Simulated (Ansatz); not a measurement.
CH$_{4}$OZn (`[CH3][Zn][OH]`) from Hartree–Fock to CCSD(T)

```xyz
7

C    -1.2322   -0.0721    0.1013
Zn    0.6790   -0.0861   -0.0797
O     2.4437   -0.2196   -0.2699
H    -1.5444   -0.7080    0.9321
H    -1.7071   -0.4390   -0.8109
H    -1.5932    0.9409    0.2912
H     2.9543    0.5838   -0.1642
```

Charge 0, multiplicity 1. Correlated methods include outer-core shells of Zn, which these sets cover unevenly. Scalar relativity is left out up to krypton. Geometry: relaxed with PBE0-D4/def2-TZVP. It is one conformer, not always the lowest. Frozen core, restricted reference, the Gaussian-basis code of Ansatz.

```
     basis      HF (Eh)  MP2 corr.
  def2-SVP  -1892.52958   -0.71635
def2-TZVPP  -1892.92003   -1.27579
def2-QZVPP  -1892.96833   -1.35225
```

Q: Estimate the CCSD correlation energy and the (T) correction in each basis where they were run (hartree).

A: 
```csv
basis,CCSD corr.,(T)
def2-SVP,-0.71040,-0.01884
def2-TZVPP,-1.20503,-0.03427
```
